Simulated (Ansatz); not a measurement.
CH3ClGeO (`C[O][Ge][Cl]`), 7 atoms. Charge 0, multiplicity 1. Correlated methods include outer-core shells of Ge, which these sets cover unevenly. Scalar relativity is left out up to krypton. All runs use 2 threads of a server CPU on a shared host. Correlated methods freeze the cores.

**Question.** How many basis functions does each run have, and how long does it take in Ansatz? RKS ωB97M-V/def2-QZVPP energy; RKS r2SCAN0-D4/def2-TZVPP energy; RKS PBE0-D4/def2-QZVPP energy; RKS B2PLYP (frozen core)/def2-TZVPP energy; RKS PBE0-D4/def2-SVP energy; RKS ωB97M-V/def2-SVP energy; RKS HSE06-D4/def2-TZVPP energy; RKS r2SCANh-D4/def2-TZVPP energy; RHF-MP2/def2-QZVPP energy; direct RPA on PBE orbitals/def2-TZVPP energy; RKS PBE0-D4/def2-TZVP frequencies; RHF-CCSD(T)/def2-SVP energy. (Estimate.)

**Answer.** Ansatz gave: Other jobs shared the machine, so times are rough.

```json
{"level": "RKS PBE0-D4/def2-SVP", "job": "energy", "functions": "93", "wall time": "1.2 s", "peak host memory (GiB)": "0.2"}
{"level": "RKS HSE06-D4/def2-TZVPP", "job": "energy", "functions": "194", "wall time": "2.9 s", "peak host memory (GiB)": "0.53"}
{"level": "RKS r2SCAN0-D4/def2-TZVPP", "job": "energy", "functions": "194", "wall time": "4.1 s", "peak host memory (GiB)": "0.52"}
{"level": "RKS ωB97M-V/def2-SVP", "job": "energy", "functions": "93", "wall time": "4.1 s", "peak host memory (GiB)": "0.29"}
{"level": "RHF-CCSD(T)/def2-SVP", "job": "energy", "functions": "93", "wall time": "4.2 s", "peak host memory (GiB)": "0.33"}
{"level": "RKS r2SCANh-D4/def2-TZVPP", "job": "energy", "functions": "194", "wall time": "4.4 s", "peak host memory (GiB)": "0.52"}
{"level": "RKS B2PLYP (frozen core)/def2-TZVPP", "job": "energy", "functions": "194", "wall time": "4.7 s", "peak host memory (GiB)": "0.45"}
{"level": "direct RPA on PBE orbitals/def2-TZVPP", "job": "energy", "functions": "194", "wall time": "5.5 s", "peak host memory (GiB)": "0.42"}
{"level": "RKS PBE0-D4/def2-QZVPP", "job": "energy", "functions": "363", "wall time": "7.5 s", "peak host memory (GiB)": "1.2"}
{"level": "RKS ωB97M-V/def2-QZVPP", "job": "energy", "functions": "363", "wall time": "14 s", "peak host memory (GiB)": "1.4"}
{"level": "RHF-MP2/def2-QZVPP", "job": "energy", "functions": "363", "wall time": "15 s", "peak host memory (GiB)": "1.6"}
{"level": "RKS PBE0-D4/def2-TZVP", "job": "frequencies", "functions": "165", "wall time": "89 s", "peak host memory (GiB)": "0.43"}
```

HSE06 is defined as in plane-wave codes.
